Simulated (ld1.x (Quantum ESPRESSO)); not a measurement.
## Logarithmic derivatives: K (Z = 19), TM

```json
{
 "Element": "K",
 "Generator": "ld1.x (Quantum ESPRESSO) 7.5",
 "Type": "norm-conserving Troullier–Martins (Kleinman–Bylander form)",
 "Functional": "LDA (PZ)",
 "Relativity": "scalar-relativistic",
 "Frozen core": "[Ne] 3s2",
 "Valence charge": "7",
 "Reference configuration": "3p6 4s1 4p0",
 "Partial waves": "3p (bound): rc 2.25 bohr; 3d channel at -0.2 Ry: rc 2.70 bohr; 4s (bound): rc 3.55 bohr",
 "Local potential": "the s channel",
 "Core correction": "a·sin(br)/r model core inside 2.05 bohr"
}
```

The phase is arctan(r·u′/u) with u = r·R(r), unwrapped; energies in Ry, scanned from -3 to 5 Ry. A pole is an energy at which the radial function vanishes at the test radius. The pseudo phase is shifted by a multiple of π to meet the all-electron one at the reference energy, and phase errors are pseudo minus all-electron; the curves can meet again beyond the range given. Levels narrower than the energy grid can be missing from the lists of poles. n/a: not evaluated, since a narrow level or a reset projector energy made the automatic matching unsafe.

| channel | radius (bohr) | reference energy (Ry) | poles, all-electron | poles, pseudo | unbroken range about the reference energy with phases within 0.05 rad | phase error 1 Ry above the reference energy (rad) |
| --- | --- | --- | --- | --- | --- | --- |
| s | 3.85 | -0.18 | 0.84, 4.68 | 0.76, 3.08 | n/a | n/a |
| p | 3.85 | -1.38 | -1.36, 1.39 | -1.36, 2.13 | below -0.4 | +0.045 |
| d | 3.85 | -0.20 | 0.36, 2.37 | 0.45, 3.65 | below 0.0 | +0.216 |

Phases in the p channel:

```tsv
E (Ry)	all-electron	pseudo
-3.00	1.414	1.414
-2.76	1.406	1.407
-2.52	1.397	1.398
-2.28	1.386	1.387
-2.04	1.372	1.374
-1.80	1.353	1.355
-1.56	1.309	1.313
-1.32	-1.711	-1.708
-1.08	-1.809	-1.802
-0.84	-1.855	-1.843
-0.60	-1.915	-1.891
-0.36	-2.010	-1.962
-0.12	-2.204	-2.079
0.12	-2.731	-2.317
0.36	-3.801	-2.897
0.60	-4.334	-3.790
0.84	-4.532	-4.255
1.08	-4.632	-4.452
1.32	-4.697	-4.556
1.56	-4.747	-4.620
1.80	-4.792	-4.665
2.04	-4.840	-4.700
2.28	-4.901	-4.730
2.52	-4.994	-4.757
2.76	-5.179	-4.784
3.00	-5.730	-4.813
3.24	-6.937	-4.847
3.48	-7.439	-4.891
3.72	-7.609	-4.955
3.96	-7.693	-5.065
4.20	-7.744	-5.308
4.44	-7.779	-6.035
4.68	-7.806	-7.073
4.92	-7.828	-7.453
```
